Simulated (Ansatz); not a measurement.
Ansatz (a quantum-chemistry and plane-wave program) input for C2H6BO3, SMILES COB([O])OC, multiplicity 2, PBE-D3(BJ)/def2-SVP. 

Ansatz 0.2 input:
```yaml
crystal:
  periodic: [false, false, false]
  atoms:
    - {symbol: C, position_ang: [0.72805582, 2.10025511, 0.00000000]}
    - {symbol: O, position_ang: [0.70102730, 0.69414772, 0.00000000]}
    - {symbol: B, position_ang: [-0.45929955, -0.01848941, 0.00000000]}
    - {symbol: O, position_ang: [-1.64841634, 0.66303715, -0.00000000]}
    - {symbol: O, position_ang: [-0.48712939, -1.36810937, 0.00000000]}
    - {symbol: C, position_ang: [0.69132659, -2.13505253, 0.00000000]}
    - {symbol: H, position_ang: [0.23476455, 2.51665013, -0.89389769]}
    - {symbol: H, position_ang: [0.23476456, 2.51665013, 0.89389768]}
    - {symbol: H, position_ang: [1.77908002, 2.42067859, -0.00000000]}
    - {symbol: H, position_ang: [0.70734859, -2.78053572, -0.89211145]}
    - {symbol: H, position_ang: [0.70734859, -2.78053572, 0.89211143]}
    - {symbol: H, position_ang: [1.59304441, -1.50427980, -0.00000001]}
basis:
  gaussian:
    orbitals: def2-SVP
hamiltonian:
  xc: pbe
  dispersion: d3bj
magnetization: {spin_polarized: true, initial_magnetization: 1}
relax: {f_tol: 0.002, max_steps: 200}
```

Log of the run:

```
WARN ansatz: RAYON_NUM_THREADS=2 ignored (pool sized by the plan → 2); use --threads N
Functional definition: PBE
integrals: 0.05 GiB planned
1247 factors; their error is unknown
mean field: 0.41 GiB planned
mean field evaluation 1: about -8963.9637 eV, gradient 4.6e1 eV
mean field evaluation 2: about -8943.1882 eV, gradient 8.0e1 eV
mean field evaluation 4: about -8972.8491 eV, gradient 8.1e0 eV
mean field evaluation 8: about -8973.1277 eV, gradient 2.4e-1 eV
mean field evaluation 16: about -8973.0805 eV, gradient 6.0e-4 eV
mean field evaluation 32: about -8971.5426 eV, gradient 1.9e1 eV
mean field evaluation 64: about -8972.7256 eV, gradient 4.5e-6 eV
mean field -8973.08053287 eV, -329.7546274105 hartree, gradient 6.0e-6 eV, S^2 0.752286; 7 other end points of the search recorded, 0 dependent functions left out
the calculation of the forces begins
reference -8973.08056771 eV, -329.7546286910 hartree; 24, 23 occupied and 90, 91 virtual orbitals, 1247 factors
relax step   1: F+E_penalty+E_count = -8973.27750007 eV  Δ(F+E_penalty+E_count) = +0.000e0 eV  max|allowed force component| = 8.946e-1 eV/Å  Δτ_max = 0.0000 Å  (285 SCF iters, accepted)
these checks for a lower state are left out or cut short: starts, cluster_reference, orbital_swaps, neighbouring_geometries, increment
integrals: 0.05 GiB planned
1247 factors; their error is unknown
mean field: 0.41 GiB planned
mean field evaluation 96: about -8973.1113 eV, gradient 3.2e-4 eV
mean field -8973.11132468 eV, -329.7557589888 hartree, gradient 1.0e-5 eV, S^2 0.752340; 0 other end points of the search recorded, 0 dependent functions left out
the calculation of the forces begins
reference -8973.11135971 eV, -329.7557602762 hartree; 24, 23 occupied and 90, 91 virtual orbitals, 1247 factors
relax step   2: F+E_penalty+E_count = -8973.30696651 eV  Δ(F+E_penalty+E_count) = -2.947e-2 eV  max|allowed force component| = 6.087e-1 eV/Å  Δτ_max = 0.0248 Å  (38 SCF iters, accepted)
these checks for a lower state are left out or cut short: starts, cluster_reference, orbital_swaps, neighbouring_geometries, increment
integrals: 0.05 GiB planned
1247 factors; their error is unknown
mean field: 0.41 GiB planned
mean field -8973.12325652 eV, -329.7561974758 hartree, gradient 1.6e-5 eV, S^2 0.752411; 0 other end points of the search recorded, 0 dependent functions left out
the calculation of the forces begins
reference -8973.12329172 eV, -329.7561987693 hartree; 24, 23 occupied and 90, 91 virtual orbitals, 1247 factors
relax step   3: F+E_penalty+E_count = -8973.31814569 eV  Δ(F+E_penalty+E_count) = -1.118e-2 eV  max|allowed force component| = 2.170e-1 eV/Å  Δτ_max = 0.0296 Å  (40 SCF iters, accepted)
these checks for a lower state are left out or cut short: starts, cluster_reference, orbital_swaps, neighbouring_geometries, increment
integrals: 0.05 GiB planned
1247 factors; their error is unknown
mean field: 0.41 GiB planned
mean field -8973.12415238 eV, -329.7562303978 hartree, gradient 6.2e-6 eV, S^2 0.752452; 0 other end points of the search recorded, 0 dependent functions left out
the calculation of the forces begins
reference -8973.12418753 eV, -329.7562316896 hartree; 24, 23 occupied and 90, 91 virtual orbitals, 1247 factors
relax step   4: F+E_penalty+E_count = -8973.31954873 eV  Δ(F+E_penalty+E_count) = -1.403e-3 eV  max|allowed force component| = 1.221e-1 eV/Å  Δτ_max = 0.0305 Å  (41 SCF iters, accepted)
these checks for a lower state are left out or cut short: starts, cluster_reference, orbital_swaps, neighbouring_geometries, increment
integrals: 0.05 GiB planned
1247 factors; their error is unknown
mean field: 0.41 GiB planned
mean field evaluation 128: about -8973.1275 eV, gradient 1.4e-5 eV
mean field -8973.12752173 eV, -329.7563542191 hartree, gradient 1.4e-5 eV, S^2 0.752473; 0 other end points of the search recorded, 0 dependent functions left out
the calculation of the forces begins
reference -8973.12755697 eV, -329.7563555145 hartree; 24, 23 occupied and 90, 91 virtual orbitals, 1247 factors
relax step   5: F+E_penalty+E_count = -8973.32279886 eV  Δ(F+E_penalty+E_count) = -3.250e-3 eV  max|allowed force component| = 7.622e-2 eV/Å  Δτ_max = 0.0241 Å  (38 SCF iters, accepted)
these checks for a lower state are left out or cut short: starts, cluster_reference, orbital_swaps, neighbouring_geometries, increment
integrals: 0.05 GiB planned
1247 factors; their error is unknown
mean field: 0.41 GiB planned
mean field -8973.12804514 eV, -329.7563734544 hartree, gradient 1.5e-5 eV, S^2 0.752480; 0 other end points of the search recorded, 0 dependent functions left out
the calculation of the forces begins
reference -8973.12808039 eV, -329.7563747498 hartree; 24, 23 occupied and 90, 91 virtual orbitals, 1247 factors
relax step   6: F+E_penalty+E_count = -8973.32342364 eV  Δ(F+E_penalty+E_count) = -6.248e-4 eV  max|allowed force component| = 1.348e-2 eV/Å  Δτ_max = 0.0176 Å  (38 SCF iters, accepted)
these checks for a lower state are left out or cut short: starts, cluster_reference, orbital_swaps, neighbouring_geometries, increment
integrals: 0.05 GiB planned
1247 factors; their error is unknown
mean field: 0.41 GiB planned
mean field -8973.12802444 eV, -329.7563726934 hartree, gradient 1.6e-5 eV, S^2 0.752482; 0 other end points of the search recorded, 0 dependent functions left out
the calculation of the forces begins
reference -8973.12805969 eV, -329.7563739889 hartree; 24, 23 occupied and 90, 91 virtual orbitals, 1247 factors
relax step   7: F+E_penalty+E_count = -8973.32343505 eV  Δ(F+E_penalty+E_count) = -1.140e-5 eV  max|allowed force component| = 5.119e-3 eV/Å  Δτ_max = 0.0015 Å  (35 SCF iters, accepted)
these checks for a lower state are left out or cut short: starts, cluster_reference, orbital_swaps, neighbouring_geometries, increment
integrals: 0.05 GiB planned
1247 factors; their error is unknown
mean field: 0.41 GiB planned
mean field -8973.12802943 eV, -329.7563728769 hartree, gradient 8.6e-6 eV, S^2 0.752482; 0 other end points of the search recorded, 0 dependent functions left out
the calculation of the forces begins
reference -8973.12806468 eV, -329.7563741723 hartree; 24, 23 occupied and 90, 91 virtual orbitals, 1247 factors
relax step   8: F+E_penalty+E_count = -8973.32343751 eV  Δ(F+E_penalty+E_count) = -2.466e-6 eV  max|allowed force component| = 5.549e-4 eV/Å  Δτ_max = 0.0005 Å  (29 SCF iters, accepted)
integrals: 0.05 GiB planned
1247 factors; their error is unknown
mean field: 0.41 GiB planned
mean field evaluation 160: about -8964.2357 eV, gradient 4.6e1 eV
mean field evaluation 192: about -8973.1261 eV, gradient 2.0e-1 eV
mean field evaluation 224: about -8972.7443 eV, gradient 7.3e-1 eV
mean field -8973.12802943 eV, -329.7563728769 hartree, gradient 8.6e-6 eV, S^2 0.752482; 8 other end points of the search recorded, 0 dependent functions left out
the calculation of the forces begins
reference -8973.12806468 eV, -329.7563741723 hartree; 24, 23 occupied and 90, 91 virtual orbitals, 1247 factors
Total energy: -8973.32347277 eV, -329.7635552870 hartree
Atom 0 at     0.740225     2.102288     0.000000 Å, force     0.000068     0.000343    -0.000000 eV/Å
Atom 1 at     0.637225     0.689696     0.000000 Å, force     0.000555    -0.000495    -0.000000 eV/Å
Atom 2 at    -0.543139    -0.049116     0.000000 Å, force     0.000195    -0.000063    -0.000000 eV/Å
Atom 3 at    -1.687359     0.674737    -0.000000 Å, force    -0.000424     0.000106     0.000000 eV/Å
Atom 4 at    -0.521288    -1.413224     0.000000 Å, force    -0.000370     0.000059    -0.000000 eV/Å
Atom 5 at     0.704602    -2.127294    -0.000000 Å, force     0.000047     0.000008     0.000000 eV/Å
Atom 6 at     0.270120     2.548978    -0.901642 Å, force    -0.000103    -0.000002     0.000008 eV/Å
Atom 7 at     0.270120     2.548979     0.901642 Å, force    -0.000103    -0.000002    -0.000008 eV/Å
Atom 8 at     1.819183     2.355278     0.000000 Å, force     0.000025    -0.000215     0.000000 eV/Å
Atom 9 at     0.752841    -2.776316    -0.899786 Å, force     0.000028    -0.000098    -0.000118 eV/Å
Atom 10 at     0.752841    -2.776316     0.899786 Å, force     0.000028    -0.000098     0.000118 eV/Å
Atom 11 at     1.586546    -1.453275    -0.000000 Å, force     0.000055     0.000455     0.000000 eV/Å
Dipole moment:     0.522804     0.121997    -0.000000 e Å
```

Self-consistency was reached.

Cost: about 80 core-seconds (a rough figure).
